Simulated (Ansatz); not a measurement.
Reaction (cleavage of the B–P bond): `PB1C[SiH2]1` + HCl → `ClB1C[SiH2]1` + PH₃

Calculated with Ansatz (gas phase, PBE0-D4/def2-TZVP geometries, no zero-point term in ΔE). CCSD(T)/CBS adds triple-zeta CCSD(T) − MP2 to the extrapolated MP2 energy (def2 sets, frozen cores). This one scheme is used for every species. DFT in def2-TZVPP. One conformer a species, not always the lowest.

(1) Is it downhill or uphill in electronic energy at CCSD(T)/CBS, and by how much? (An estimate is asked.)

(2) What do these levels give: LDA (SPW92), r2SCAN, r2SCAN0, RPA@PBE/def2-TZVPP, CCSD(T)/def2-TZVPP, MP2/CBS(def2)? (An estimate is asked.)

(3) What do rigid-rotor, harmonic-oscillator terms from PBE0-D4/def2-TZVP frequencies (298.15 K, 1 bar) make of the CCSD(T)/CBS value? (Best estimate.)

Largest T1 diagnostic among the species: 0.017.

Answers

(1) The calculation gave: Downhill: ΔE = -12.3 kcal/mol.

(2) Computed: LDA (SPW92) -11.5, r2SCAN -12.3, r2SCAN0 -12.6, RPA@PBE/def2-TZVPP -13.5, CCSD(T)/def2-TZVPP -12.8, MP2/CBS(def2) -12.6 kcal/mol.

(3) The calculation gave: ΔZPE = +0.3 kcal/mol, ΔH = -12.3 kcal/mol, ΔS = 6 J/(mol·K), ΔG = -12.7 kcal/mol.

At CCSD(T), def2-SVP lies −3.2 kcal/mol from the extrapolated value and def2-TZVPP −0.5 kcal/mol. In def2-TZVPP, CCSD(T) changes the Hartree–Fock value by +2.4 kcal/mol (the triples alone add +0.3 kcal/mol) and MP2 by +2.1 kcal/mol. Leaving LDA and LC-ωPBE aside and taking each functional with its dispersion term where it has one, the values, not all of them listed here, spread over 2.3 kcal/mol, from ωB97M-V to revPBE-D4.
